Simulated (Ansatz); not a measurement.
Geometry optimisation, RKS B3LYP-D4/def2-SVP in Ansatz 0.2.0.

Input:

```yaml
crystal:
  periodic: [false, false, false]
  atoms:
    - { symbol: Al, position_ang: [-0.341516, -0.393176, 0.740038] }
    - { symbol: O, position_ang: [1.311779, -0.008612, -1.923056] }
    - { symbol: O, position_ang: [0.736711, -1.057666, 1.86943] }
    - { symbol: O, position_ang: [-1.520843, -1.353568, -0.017249] }
    - { symbol: H, position_ang: [0.896541, 0.769998, -1.512537] }
    - { symbol: "N", position_ang: [-0.417222, 1.416803, 0.280235] }
    - { symbol: H, position_ang: [0.60476, -0.36014, -2.483008] }
    - { symbol: H, position_ang: [1.508812, -0.647668, 2.265081] }
    - { symbol: H, position_ang: [-1.582186, -2.30554, 0.097273] }
    - { symbol: H, position_ang: [-1.276968, 1.799286, -0.106439] }
    - { symbol: H, position_ang: [0.080031, 2.140182, 0.790232] }
basis:
  gaussian: { orbitals: def2-SVP }
hamiltonian:
  xc: b3lyp
  dispersion: d4
relax:
  f_tol: 0.03
  max_steps: 50
```

Run as:

```bash
$ ansatz run input.yaml --threads 2 --pin off --max-ram 3072MiB --backend cpu --events-out ev --progress --plain --runs-dir out
```

Q: Where does it end, and by what steps?

A: The forces met the threshold. The force dipped under the threshold on the way, but the program's further checks kept it going. After 17 steps the energy has fallen by 0.715 eV; O2 moved furthest, 0.65 Å. Joined: Al1–O2 (3.16 → 2.00 Å).

| step | energy less start (eV) | largest force component (eV/Å) | accepted |
| --- | --- | --- | --- |
| 0 | 0.0000 | 1.551 | yes |
| 1 | -0.1684 | 0.941 | yes |
| 2 | -0.3351 | 1.117 | yes |
| 3 | -0.5714 | 0.753 | yes |
| 4 | -0.5607 | 1.811 | no |
| 5 | -0.6633 | 0.264 | yes |
| 6 | -0.6898 | 0.321 | yes |
| 7 | -0.7020 | 0.133 | yes |
| 8 | -0.7057 | 0.264 | yes |
| 9 | -0.7109 | 0.115 | yes |
| 10 | -0.7119 | 0.029 | yes |
| 11 | -0.7126 | 0.034 | yes |
| 12 | -0.7132 | 0.055 | yes |
| 13 | -0.7137 | 0.068 | yes |
| 14 | -0.7142 | 0.094 | yes |
| 15 | -0.7146 | 0.077 | yes |
| 16 | -0.7146 | 0.048 | yes |
| 17 | -0.7148 | 0.025 | yes |

```xyz
11
Properties=species:S:1:pos:R:3
Al -0.045 -0.348 0.320
O 1.002 -0.144 -1.368
O 0.924 -1.036 1.555
O -1.275 -1.331 -0.386
H 0.658 0.790 -1.378
N -0.357 1.461 0.183
H 0.517 -0.638 -2.050
H 1.395 -0.559 2.242
H -1.621 -2.115 0.048
H -1.318 1.777 0.066
H 0.120 2.143 0.769
```

The run took 41 s on 2 threads of Arm Neoverse V2, on a shared host, peak memory 0.21 GiB.
